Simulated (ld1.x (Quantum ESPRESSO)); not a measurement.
## P: one change to a TM potential, before and after

P, norm-conserving Troullier–Martins (Kleinman–Bylander form), made with ld1.x (Quantum ESPRESSO) 7.5 (LDA (PZ), scalar-relativistic). Core [Ne], reference 3s2 3p3. Waves: 3s (bound): rc 1.50 bohr; 3p (bound): rc 1.80 bohr; 3d channel at 0.35 Ry: rc 1.75 bohr. Local part: all-electron potential smoothed inside 1.35 bohr (lloc = -2). Core correction: Bessel-smoothed model core inside 1.45 bohr.

All-electron outer shells of the reference configuration (LDA (PZ), scalar-relativistic, ld1.x):

```
shell  level (eV)  outermost node (bohr)  outermost maximum (bohr)
   2s     -173.14                   0.14                      0.42
   2p     -124.52                      –                      0.35
   3s      -14.02                   0.66                      1.56
   3p       -5.60                   0.64                      1.83
```

Change: functional BLYP.

Cutoffs: the cutoffs (Ry, on a coarse ladder) from which the occupation-weighted sum of valence levels, in a spherical-Bessel basis at the reference potential, stays within 10 and 1 mRy of its value at 400 Ry; they do not see the model core or the augmentation charge, which bear on the density cutoff. Errors are all-electron minus pseudo energies relative to the spin-unpolarised reference configuration.

**Question.** Predict the effect on cutoff, ghosts and configuration errors.

**Answer.** The potential gets neither clearly harder nor softer (21 Ry and 50 Ry → 21 Ry and 50 Ry); the number of tests with a reliable result goes from 9 to 7; of the 7 tests that both files solve, the error grows in 2 and shrinks in 0 by more than 15 % and 0.3 meV (median size 3.8 → 3.8 meV); neither file shows a bound ghost.

| quantity | base | changed |
| --- | --- | --- |
| cutoff, loose | 21 Ry | 21 Ry |
| cutoff, tight | 50 Ry | 50 Ry |
| bound ghosts | none | none |
| error for 3s2 3p2, meV [ΔE 9.82 → 9.58 eV] | +3.8 | +3.8 |
| error for 3s2 3p1, meV [ΔE 29.07 → 28.59 eV] | +28 | +30 |
| error for 3s2 3p0, meV [ΔE 58.96 → 58.26 eV] | +100 | +113 |
| error for 3s1 3p3, meV [ΔE 18.89 → 18.71 eV] | +7.0 | +9.3 |
| error for 3s2 3p3.3, meV [ΔE -1.34 → -1.26 eV] | +0.2 | +0.2 |
| error for 3s2 3p2.5, meV [ΔE 3.82 → 3.70 eV] | +0.5 | +0.5 |
| error for 3s0 3p5, meV [ΔE 17.14 → 17.26 eV] | +0.3 | +2.9 |
| s: phases at 1.96 bohr within 0.05 rad from the reference energy up to (Ry; the scan ends near 5) | 2.7 | 2.8 |
| p: phases at 1.96 bohr within 0.05 rad from the reference energy up to (Ry; the scan ends near 5) | 4.2 | 4.3 |
| d: phases at 1.96 bohr within 0.05 rad from the reference energy up to (Ry; the scan ends near 5) | to the end of the scan | to the end of the scan |
